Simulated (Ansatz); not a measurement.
Li₉Cl₉ (started as a model of: 2x3x3 LiCl rock-salt block) was relaxed with PBE-D4 (def2-SVP) in Ansatz in these states: charge +1 doublet, charge -1 doublet, neutral singlet. The geometries follow in no particular order.

A:

```xyz
18

Li   -0.8208   -1.2862    2.9533
Cl    1.1976   -1.8488    1.9344
Li    2.4866   -2.2056    0.0265
Cl   -0.9058    1.0148    2.5969
Li    0.8788    0.4484    0.8522
Cl    2.8418   -0.0271   -0.7196
Li   -1.2261    2.8487    1.1958
Cl    0.7383    2.8365   -0.0571
Li    2.0812    1.9292   -1.7311
Cl   -2.4531   -2.1782    1.6263
Li   -0.4982   -2.5295    0.2320
Cl    1.0800   -3.1603   -1.5002
Li   -2.4439    0.1192    0.8448
Cl   -0.8169   -0.4168   -0.7921
Li    1.0226   -0.8444   -2.2229
Cl   -2.8860    2.2388   -0.2511
Li   -0.9230    1.8044   -1.6102
Cl    0.6470    1.2567   -3.3778
```

B:

```xyz
18

Li    1.6828   -0.5783    2.7481
Cl    1.6461    1.5528    1.8683
Li    1.4855    2.9174    0.0167
Cl   -0.5267   -1.2241    2.6144
Li   -0.5819    0.7111    0.9521
Cl   -0.7531    2.7880   -0.5206
Li   -2.3005   -1.9215    1.3168
Cl   -2.9258    0.0111    0.2254
Li   -2.4978    1.5742   -1.4147
Cl    2.8418   -1.8727    1.3054
Li    2.6073    0.1239   -0.0296
Cl    2.6282    1.9111   -1.6512
Li    0.5896   -2.4550    0.6633
Cl    0.5171   -0.6319   -0.8460
Li    0.3792    1.2711   -2.2483
Cl   -1.4698   -3.3266   -0.2440
Li   -1.6385   -1.3078   -1.5554
Cl   -1.6834    0.4572   -3.2006
```

C:

```tsv
atom	x (Å)	y (Å)	z (Å)
Li1	0.378	-3.204	-1.364
Cl2	-0.229	-1.283	-2.578
Li3	-1.124	0.802	-2.939
Cl4	1.855	-2.194	0.158
Li5	1.041	0.002	-0.799
Cl6	0.321	2.198	-1.829
Li7	2.552	-0.799	1.842
Cl8	2.428	1.287	0.889
Li9	1.408	3.208	-0.008
Cl10	-1.484	-3.506	-0.045
Li11	-2.120	-1.541	-1.046
Cl12	-2.907	0.737	-1.328
Li13	-0.202	-2.358	1.481
Cl14	-1.078	-0.002	0.828
Li15	-1.488	2.355	-0.183
Cl16	0.535	-0.741	3.150
Li17	0.460	1.538	2.321
Cl18	-0.347	3.503	1.451
```

Task: Judge from the bond lengths which geometry belongs to which state (an estimate).

Result: A is the charge -1 doublet (Cl14–Li17 2.369 Å, Li11–Cl14 2.369 Å, Cl14–Li15 2.369 Å); B is the neutral singlet (Cl14–Li17 2.368 Å, Li11–Cl14 2.368 Å, Cl14–Li15 2.368 Å); C is the charge +1 doublet (Cl14–Li17 2.639 Å, Li11–Cl14 2.639 Å, Cl14–Li15 2.597 Å).

At PBE-D4/def2-SVP the highest occupied level of the relaxed charge -1 doublet lies above zero (up to 0.97 eV). Energy differences disagree on whether the electron is bound (positive means bound): -0.10 eV (each at its own geometry, against the charge 0 singlet, at PBE0-D4/def2-TZVP), but 0.14 eV at PBE-D4/def2-TZVP.
